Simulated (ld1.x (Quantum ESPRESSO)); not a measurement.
## Varying the PAW potential for oxygen (O)

Base potential:

```json
{"Element": "O (Z = 8)", "Generator": "ld1.x (Quantum ESPRESSO) 7.5", "Type": "PAW", "Functional": "LDA (PZ)", "Relativity": "scalar-relativistic", "Frozen core": "[He]", "Valence charge": "6", "Reference configuration": "2s1 2p5", "Partial waves": "2s (bound): rcut 0.95, rcutus 1.05 bohr; 2s channel at 2.8 Ry: rcut 0.95, rcutus 1.05 bohr; 2p (bound): rcut 0.80, rcutus 1.10 bohr; 2p channel at -0.35 Ry: rcut 0.80, rcutus 1.10 bohr", "Local potential": "all-electron potential smoothed inside 0.80 bohr (lloc = -2)", "Core correction": "a·sin(br)/r model core inside 0.70 bohr", "Augmentation charge": "PSQ, radius 0.60 bohr"}
```

All-electron outer shells of the reference configuration (LDA (PZ), scalar-relativistic, ld1.x):

| shell | level (eV) | outermost node (bohr) | outermost maximum (bohr) |
| --- | --- | --- | --- |
| 1s | -511.50 | – | 0.13 |
| 2s | -24.21 | 0.28 | 0.88 |
| 2p | -9.60 | – | 0.82 |

Cutoffs, loose and tight: the cutoffs (Ry, on a coarse ladder) from which the occupation-weighted sum of valence levels, in a spherical-Bessel basis at the reference potential, stays within 10 and 1 mRy of its value at 400 Ry. They do not see the model core or the augmentation charge, which bear on the density cutoff. Test errors are all-electron minus pseudo excitation energies from the reference, over the configurations 2s2 2p4; 2s2 2p3; 2s2 2p2; 2s2 2p1; 2s2 2p3.5; 2s2 2p4.3; 2s0 2p6 (two spin-polarised tests are not counted in the largest error). A dash means not determined; rows that change the core or the reference have their own tests.

Cutoffs are not given where the Bessel-basis levels miss the radial ones by over 6 mRy, ghosts where they miss by over 20 mRy; a channel whose overlap is not positive is not tested.

A file whose overlap is not positive is unfit for use, and its test errors describe a broken file.

```csv
change,outcome,"cutoff, loose","cutoff, tight",bound ghosts,largest test error (meV)
base,generated,60 Ry,100 Ry,none,-8.9
"all radii but the core radius scaled by about 0.82 (s 0.86, p 0.90 bohr, rcut 0.78/0.66); local potential all-electron potential smoothed inside 0.66 bohr (lloc = -2); augmentation PSQ, radius 0.48 bohr",generated,90 Ry,140 Ry,none,-3.1
"all radii but the core radius scaled by about 0.89 (s 0.94, p 0.98 bohr, rcut 0.86/0.72); local potential all-electron potential smoothed inside 0.72 bohr (lloc = -2); augmentation PSQ, radius 0.54 bohr",generated,80 Ry,120 Ry,none,-4.0
"all radii but the core radius scaled by about 0.95 (s 1.00, p 1.04 bohr, rcut 0.90/0.76); local potential all-electron potential smoothed inside 0.76 bohr (lloc = -2); augmentation PSQ, radius 0.56 bohr",generated,70 Ry,110 Ry,none,-6.5
"all radii but the core radius scaled by about 1.04 (s 1.10, p 1.14 bohr, rcut 0.98/0.84); local potential all-electron potential smoothed inside 0.84 bohr (lloc = -2); augmentation PSQ, radius 0.62 bohr",generated,55 Ry,100 Ry,none,-9.6
"all radii but the core radius scaled by about 1.11 (s 1.16, p 1.22 bohr, rcut 1.06/0.88); local potential all-electron potential smoothed inside 0.88 bohr (lloc = -2); augmentation PSQ, radius 0.66 bohr",generated,45 Ry,80 Ry,none,-19
"all radii but the core radius scaled by about 1.18 (s 1.24, p 1.30 bohr, rcut 1.12/0.94); local potential all-electron potential smoothed inside 0.94 bohr (lloc = -2); augmentation PSQ, radius 0.70 bohr",generated,40 Ry,70 Ry,none,-38
"all radii but the core radius scaled by about 1.26 (s 1.32, p 1.38 bohr, rcut 1.20/1.00); local potential all-electron potential smoothed inside 1.00 bohr (lloc = -2); augmentation PSQ, radius 0.76 bohr",generated,35 Ry,70 Ry,none,-70
"all radii but the core radius scaled by about 1.32 (s 1.38, p 1.46 bohr, rcut 1.26/1.06); local potential all-electron potential smoothed inside 1.06 bohr (lloc = -2); augmentation PSQ, radius 0.80 bohr",generated,35 Ry,55 Ry,none,-99
"all radii but the core radius scaled by about 1.40 (s 1.46, p 1.54 bohr, rcut 1.32/1.12); local potential all-electron potential smoothed inside 1.12 bohr (lloc = -2); augmentation PSQ, radius 0.84 bohr","generated, overlap not positive",–,–,not determined (overlap not positive),-63
```

Problem. What comes out with this change to the base: all radii but the core radius scaled by about 0.75 (s 0.80, p 0.82 bohr, rcut 0.72/0.60); local potential all-electron potential smoothed inside 0.60 bohr (lloc = -2); augmentation PSQ, radius 0.46 bohr?

Solution. outcome: generated; cutoff, loose: 100 Ry; cutoff, tight: 160 Ry; bound ghosts: none; largest test error (meV): -2.0.

Reading the sweep of the scale of all radii but the core radius (base = 1) (base included, trends over the rows without a ghost): The loose cutoff falls from 100 Ry at 0.75 to 35 Ry at 1.32. A larger radius leaves more room for a smooth pseudo-wave, so fewer plane waves are needed; a smaller one forces it to follow the all-electron wave where it bends sharply. The median size of the test errors (rows with all tests solved) rises from 0.3 meV at 0.75 to 2.2 meV at 1.32, with one reversal. More of the atom is replaced by a form fitted at one configuration, so other configurations suffer as the radius grows.
